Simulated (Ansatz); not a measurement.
Ansatz (a quantum-chemistry and plane-wave program) input (RPA@PBE/def2-QZVPP):
A basis named .json is the Basis Set Exchange file of that set.

Ansatz 0.2 input:
```yaml
crystal:
  periodic: [false, false, false]
  atoms:
    - {symbol: Ta, position_ang: [0.00016980, -0.00005921, -0.00003763]}
    - {symbol: O, position_ang: [1.58984122, -0.55440596, -0.35233883]}
    - {symbol: F, position_ang: [-0.60913645, -0.47060673, 1.72821100]}
    - {symbol: F, position_ang: [-0.80543297, 0.96389229, -1.41471571]}
basis:
  gaussian:
    orbitals: def2-QZVPP.json
hamiltonian:
  xc: pbe
magnetization: {spin_polarized: true, initial_magnetization: 1}
correlation: {method: rpa, electrons: outside_noble_gas}
```

Output:

```
Functional definition: PBE
integrals: 0.67 GiB planned
1598 factors; integrals over basis functions are off by at most 1.1e-3 eV
mean field: 1.35 GiB planned
mean field evaluation 1: about -9020.6620 eV, gradient 6.7e1 eV
mean field evaluation 2: about -9020.6649 eV, gradient 6.7e1 eV
mean field evaluation 4: about -9029.9645 eV, gradient 3.6e1 eV
mean field evaluation 8: about -9035.0660 eV, gradient 1.2e0 eV
mean field evaluation 16: about -9035.0708 eV, gradient 1.1e-3 eV
mean field evaluation 32: about -8988.6653 eV, gradient 4.7e1 eV
mean field -9035.07080755 eV, -332.0327279866 hartree, gradient 8.1e-6 eV, S^2 0.753974; 0 other end points of the search recorded, 0 dependent functions left out
7 core orbitals not correlated
reference -8989.90311932 eV, -330.3728460599 hartree; 13, 12 occupied and 232, 233 virtual orbitals, 1598 factors
Total energy: -9029.78036529 eV, -331.8383078194 hartree
```

The spin state was set by rule; other spins were not relaxed.
